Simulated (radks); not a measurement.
The numbers below are computed, except where a source is named.
Question: These are the eigenvalues of the occupied orbitals of an atom or ion with whole-number occupations (eV). Level of theory: non-relativistic Kohn-Sham, TPSS, spin-polarised, spherical densities, point nucleus; meta-GGA in the generalised Kohn-Sham scheme (a radial shooting solver on a logarithmic mesh with Libxc functionals).

orbital  eigenvalue
1s        -83159.82
2s        -18715.87
2p        -18309.38
3s        -7903.663

Which element is it, and in what charge state? The configuration may be excited. Open shells, if any, are filled with parallel spins first.

Answer: Z = 81, thallium, charge +69: Tl69+ in [Ne] 3s2. The list shows which subshells hold electrons but not how many an open one holds; the 1s level, -3056.1 hartree, gives Z - s = 78.2 by -(Z - s)^2/2, which with screening narrows Z to a few neighbours, and the depths of the outer levels then fix element, charge and occupations together.
